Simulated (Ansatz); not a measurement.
C₄H₁₄FN₃Ti (`C[N](C)[Ti]([NH2])([F])[N](C)C`), relaxed with RKS PBE0-D4/def2-TZVP in Ansatz 0.2.0 from a PBE-D4/def2-SVP geometry. The force threshold is 0.005 eV/Å; the program also tests the step.

The species carries charge 0 and has multiplicity 1.

Start:

```xyz
23

C    -1.627    0.521   -1.365
N    -1.383   -0.428   -0.306
C    -2.520   -1.261    0.031
Ti    0.141   -0.704    0.780
N     0.946   -2.300    0.148
F    -0.287   -0.762    2.525
N     1.313    0.729    0.391
C     1.008    1.976    1.065
C     2.492    0.761   -0.443
H    -1.904    0.013   -2.322
H    -2.467    1.219   -1.120
H    -0.719    1.127   -1.553
H    -2.273   -1.941    0.876
H    -2.840   -1.902   -0.827
H    -3.409   -0.659    0.343
H     0.684   -2.846   -0.680
H     1.622   -2.837    0.706
H     1.856    2.325    1.705
H     0.124    1.858    1.729
H     0.779    2.798    0.344
H     2.673   -0.243   -0.874
H     3.401    1.066    0.133
H     2.388    1.490   -1.285
```

Q: How much energy does the relaxation release, and in how many steps? (Estimate.)

A: The calculation gave: 8.75 kJ/mol, in 6 steps.

Q: Which bonds change most? (Estimate.)

A: Ansatz gave: C8–H18 from 1.118 to 1.099 Å; C3–H15 from 1.118 to 1.099 Å; C1–H11 from 1.119 to 1.100 Å; C3–H14 from 1.118 to 1.100 Å.

Q: Give the relaxed structure. (Estimate.)

A: The calculation gave: 
```xyz
23

C    -1.642    0.530   -1.341
N    -1.369   -0.420   -0.298
C    -2.496   -1.264    0.020
Ti    0.148   -0.701    0.770
N     0.932   -2.313    0.159
F    -0.277   -0.744    2.518
N     1.316    0.716    0.386
C     1.008    1.968    1.035
C     2.498    0.767   -0.430
H    -1.909    0.024   -2.281
H    -2.482    1.189   -1.078
H    -0.765    1.150   -1.528
H    -2.251   -1.957    0.832
H    -2.801   -1.869   -0.846
H    -3.366   -0.675    0.342
H     0.652   -2.837   -0.656
H     1.579   -2.860    0.711
H     1.831    2.300    1.683
H     0.115    1.877    1.661
H     0.819    2.765    0.301
H     2.694   -0.210   -0.871
H     3.378    1.066    0.158
H     2.389    1.499   -1.245
```
